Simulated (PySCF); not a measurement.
# What a mistake does to a calculation on B2CH7Si

These are calculations, not measurements. The program is PySCF 2.14.0, an open-source quantum chemistry code, run on an isolated molecule that a program drew, which may never have been made. The molecule is B2CH7Si (charge 0, doublet), drawn as the SMILES string `[BH]B(C)[SiH3]`.

Each row is a Hartree-Fock (HF) and frozen-core CCSD(T) single point in the cc-pV(D+d)Z basis, meant for a local HF minimum. Run 1 is clean. Each other run has one planted mistake out of seven kinds, and not every kind appears here: one electron removed, one electron added, multiplicity raised by two, geometry at a saddle point, minimal basis STO-3G, one bond length entered in bohr, all coordinates scaled. The reference is restricted for singlets and unrestricted otherwise, and also for a bond in bohr. Adding or removing an electron swaps singlet and doublet. Electrons count all cores. HOMO and LUMO are orbital energies over both spins, the gradient is its largest component, and the lowest frequency (negative if imaginary) is given only where the gradient is small. Bond lengths are over the 10 bonds as drawn. T1 is the CCSD diagnostic: over 0.02 (restricted) or 0.045 (unrestricted) a single reference is doubtful.

Geometry of the clean run:
```xyz
11
B2CH7Si, angstrom
B     0.5828   -0.6493   -1.5785
B    -0.6284   -0.4217   -0.5751
C    -1.4192   -1.4769    0.3227
Si   -1.1753    1.5616   -0.5012
H     1.4809   -0.7015   -2.3472
H    -2.4847   -1.4620    0.0679
H    -1.3563   -1.1938    1.3792
H    -1.0662   -2.5056    0.2291
H    -2.6001    1.7170   -0.8989
H    -1.0304    2.0827    0.8845
H    -0.3664    2.4362   -1.3922
```

| run | electrons | basis functions | <S^2> | HOMO (eV) | LUMO (eV) | gradient (hartree/bohr) | lowest frequency (cm^-1) | mean bond (Å) | longest bond (Å) | T1 | HF (hartree) | CCSD(T) (hartree) | mistake |
|---|---|---|---|---|---|---|---|---|---|---|---|---|---|
| 1 | 37 | 100 | 0.758 | -8.69 | 1.07 | 2.3e-05 | 69 | 1.4172 | 2.059 | 0.0179 | -380.17163 | -380.64451 | no fault |
| 2 | 38 | 100 | 0.000 | -0.96 | 7.50 | 3.3e-02 | - | 1.4172 | 2.059 | 0.0175 | -380.16644 | -380.68229 | one electron added |
| 3 | 37 | 100 | 3.771 | -6.88 | -1.33 | 5.1e-02 | - | 1.4172 | 2.059 | 0.0186 | -380.04821 | -380.51225 | ? |
| 4 | 36 | 100 | 0.000 | -16.22 | -6.51 | 4.0e-02 | - | 1.4172 | 2.059 | 0.0184 | -379.89340 | -380.34935 | ? |

**Which mistake was planted in run 3, and what did it cost?**

Electrons, basis and geometry are unchanged, and <S^2> is 3.771, beside S(S+1) = 3.75 for a multiplicity of 4. So the mistake is: multiplicity raised by two. Subtracting run 1 and multiplying by 627.51 kcal/mol a hartree, the energy moved by 77.4 kcal/mol in HF and 83.0 kcal/mol in CCSD(T).

**Which mistake was planted in run 4, and what did it cost?**

It counts 36 electrons, one fewer than the clean run, at the same geometry and basis. So the mistake is: one electron removed. Subtracting run 1 and multiplying by 627.51 kcal/mol a hartree, the energy moved by 174.6 kcal/mol in HF and 185.2 kcal/mol in CCSD(T).

